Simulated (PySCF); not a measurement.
Isomers of CH4BN. All species are isolated molecules in the gas phase. One relaxed conformer stands for each flexible species; it need not be the lowest. Strings in code marks are SMILES.

The four lowest singlet excitations (Tamm–Dancoff). Level of theory: PySCF with ωB97X-D3(BJ)/def2-TZVP // PBE0-D3(BJ)/def2-TZVP. Excitations are Tamm–Dancoff values on a coarser integration grid. The basis has no diffuse functions, so Rydberg states are missing or too high.

```csv
state,energy (eV),wavelength (nm),oscillator strength
S1,6.69,185,0.000
S2,6.85,181,0.002
S3,6.85,181,0.002
S4,7.89,157,0.026
```

### Question
Identify which member gives these states.
A) `BN=C`
B) `B=NC`
C) `C=BN`
D) `[H]/B=C/N`

### Answer
B, `B=NC`
